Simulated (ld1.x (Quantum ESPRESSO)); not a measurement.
## phosphorus, TM: configuration errors across variants

P, norm-conserving Troullier–Martins (Kleinman–Bylander form), made with ld1.x (Quantum ESPRESSO) 7.5 (PBEsol, non-relativistic). Core [Ne], reference 3s2 3p3. Waves: 3s (bound): rc 1.75 bohr; 3p (bound): rc 1.85 bohr. Local part: the p channel. Core correction: Bessel-smoothed model core inside 0.90 bohr.

All-electron excitation energies from the reference (eV): (1) 3s2 3p2 9.710; (2) 3s2 3p1 28.834; (3) 3s2 3p0 58.550; (4) 3s2 3p3.3 -1.302; (5) 3s1 3p3 18.710; (6) 3s1 3p4 8.422; (7) 3s1 3p0 110.339.

Errors AE − PS in meV (a dash: test not solved or not reliable):

```tsv
change	(1)	(2)	(3)	(4)	(5)	(6)	(7)	bound ghosts
base	+3.2	+22	+77	+0.1	+1.0	-3.1	+149	none
all radii but the core radius scaled by about 0.79 (s 1.38, p 1.46 bohr)	+3.1	+20	+59	+0.1	+5.9	+0.2	+126	none
all radii but the core radius scaled by about 0.88 (s 1.54, p 1.62 bohr)	+2.9	+20	+65	+0.1	+4.0	-0.8	+145	none
all radii but the core radius scaled by about 1.14 (s 2.00, p 2.12 bohr)	+4.1	+29	+98	+0.1	-4.9	-8.0	+136	none
all radii but the core radius scaled by about 1.24 (s 2.18, p 2.30 bohr)	+5.1	+35	+116	+0.2	-10	-12	+114	none
all radii but the core radius scaled by about 1.36 (s 2.38, p 2.52 bohr)	+7.0	+47	+162	+0.2	-23	-22	+106	none
```

Task: Give the same row for: all radii but the core radius scaled by about 1.06 (s 1.84, p 1.96 bohr).

Result: +3.4, +24, +84, +0.1, -0.9, -4.7, +145; bound ghosts: none.
